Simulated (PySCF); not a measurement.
Run record: EPR job, `[H]/N=[C]/c1ccc([SiH2]C)o1` [radical].

Method: UKS B3LYP, pcH-1 on C H N O Si, non-relativistic, mean-field spin-orbit, GIAO (PySCF 2.14.0). Geometry: GFN2-xTB. The input is one job of a driver script: a line of settings, then coordinates in Å.

Command:
```bash
OMP_NUM_THREADS=1 python probes_run.py task.json out
```

Input:
```
{"job": {"kind": "epr", "basis": "pcH-1"}, "charge": 0, "multiplicity": 2}
C     -2.771871     0.457495    -0.945284
Si    -1.976100     0.523545     0.776822
C     -0.217644    -0.097610     0.660335
C      0.512795    -1.006263     1.399006
C      1.797000    -1.067068     0.870875
C      1.805507    -0.165247    -0.219952
C      2.843766     0.208454    -0.985755
N      3.679377     0.201868    -1.871400
O      0.575296     0.424573    -0.323535
H     -2.180531     1.011467    -1.669408
H     -2.856922    -0.564353    -1.305441
H     -3.769156     0.887495    -0.932577
H     -1.990428     1.910581     1.266188
H     -2.674114    -0.346143     1.729669
H      0.138827    -1.565005     2.233643
H      2.626268    -1.666566     1.185078
H      4.450932     0.864807    -1.878176
```

Estimate the output.

```
UKS, coarse grid
  cycle   1  E = -652.76870197  |g| = 4.74e-01
  cycle   2  E = -652.64974274  |g| = 7.19e-01
  cycle   3  E = -652.85809917  |g| = 1.34e-01
  cycle   4  E = -652.86471073  |g| = 6.11e-02
  cycle   5  E = -652.86646951  |g| = 2.07e-02
  cycle   6  E = -652.86668703  |g| = 8.08e-03
  cycle   7  E = -652.86673584  |g| = 4.69e-03
  cycle   8  E = -652.86675297  |g| = 2.97e-03
  cycle   9  E = -652.86676047  |g| = 9.96e-04
UKS, final grid
  cycle   1  E = -652.86677236  |g| = 1.46e-03
  cycle   2  E = -652.86677041  |g| = 2.54e-03
  cycle   3  E = -652.86677341  |g| = 3.56e-04
  cycle   4  E = -652.86677347  |g| = 9.38e-05
  cycle   5  E = -652.86677349  |g| = 9.09e-05
  cycle   6  E = -652.86677350  |g| = 3.55e-05
  cycle   7  E = -652.86677350  |g| = 1.00e-05
E = -652.86677350 Eh   <S^2> = 0.7724 (exact 0.7500)
g shifts (ppm)      1          2          3
  rmc          -178       -178       -178
  gc             34          3        -27
  oz_so       -1779         42       1387
  total       -1923       -133       1182
hyperfine (MHz)  atom isotope    a_iso     a_fc   dipolar eigenvalues
    0   13C       9.08       9.08     -0.88     -0.70      1.57
    1  29Si      15.50      15.52     -0.84     -0.56      1.40
    2   13C      28.65      28.66    -27.18    -25.82     53.00
    3   13C     -25.01     -25.02    -17.18      7.98      9.20
    4   13C      33.03      33.04    -28.52    -28.28     56.81
    5   13C     -26.66     -26.67    -21.92      7.98     13.95
    6   13C      43.04      43.26    -41.34    -37.60     78.95
    7   14N      19.06      19.12     -8.56     -6.58     15.14
    8   17O      -8.46      -8.46    -25.91     11.88     14.03
    9    1H      -0.55      -0.55     -1.21     -0.40      1.60
   10    1H      -0.50      -0.50     -1.15     -0.60      1.75
   11    1H       1.05       1.05     -0.78     -0.53      1.31
   12    1H      23.71      23.71     -1.42     -0.80      2.22
   13    1H      -0.76      -0.76     -1.54     -1.07      2.60
   14    1H       6.35       6.35     -2.78     -0.51      3.29
   15    1H     -23.93     -23.94    -12.58     -0.87     13.45
   16    1H     134.91     134.93     -7.91     -4.79     12.70
```

rmc, gc and oz_so are the mass-correction, gauge-correction and orbital-Zeeman/spin–orbit parts of the g shift along its three principal axes; a_iso is the isotropic hyperfine coupling and a_fc its Fermi-contact part. The program numbers atoms from 0.

How far is ⟨S²⟩ from the pure-spin value?

S = 0.5 gives S(S+1) = 0.75; the run has 0.7724, 0.0224 more.

Main results: ⟨S²⟩ 0.772; g_iso 2.0020.

Geometry: GFN2-xTB, one conformer, isolated molecule.

How long does this job take on one thread, Arm Neoverse N1 (aarch64) (shared host)? And the peak memory of the process?

About 3.5 min (density and orbital grids were written too), with 1.1 GiB resident at the peak, the Python interpreter and its libraries included.
Labels such as C1 count atoms from 1, the log's own numbers from 0.
